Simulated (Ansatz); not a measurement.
Reaction (ligand exchange at the Al–O bond): `[CH3][AlH][O][SiH2][SiH3]` + `O[SiH2]O` → `[CH3][AlH][O][SiH2]O` + `O[SiH2][SiH3]`

Program: Ansatz. Geometries: PBE0-D4/def2-TZVP. ΔE: electronic, gas phase. CBS: MP2 limit from def2 TZ/QZ plus the TZ coupled-cluster correction, frozen cores. Functionals use def2-TZVPP. One conformer a species, not always the lowest.

| level | ΔE (kJ/mol) |
| --- | --- |
| PBE-D4 | 4.5 |
| r2SCAN-D4 | 3.2 |
| PBE0-D4 | 4.2 |
| CCSD/CBS(def2) | 2.6 |

Question: What does CCSD(T)/CBS give? (An estimate is asked.)

Answer: Computed: +3.6 kJ/mol. The listed levels differ from it by 0.9, -0.4, 0.6, -1.0 kJ/mol.

Largest T1 diagnostic among the species: 0.012.

In def2-TZVPP, CCSD(T) changes the Hartree–Fock value by +5.2 kJ/mol (the triples alone add +0.9 kJ/mol) and MP2 by +5.6 kJ/mol. The D4 term adds +5.2 kJ/mol with B3LYP and +3.2 kJ/mol with PBE0; it sums over pairs of atoms, weighted by their polarisabilities, and B3LYP, whose exchange is more repulsive, gets the larger term.

B3LYP here is the variant with VWN-RPA as its local correlation; programs differ in this.
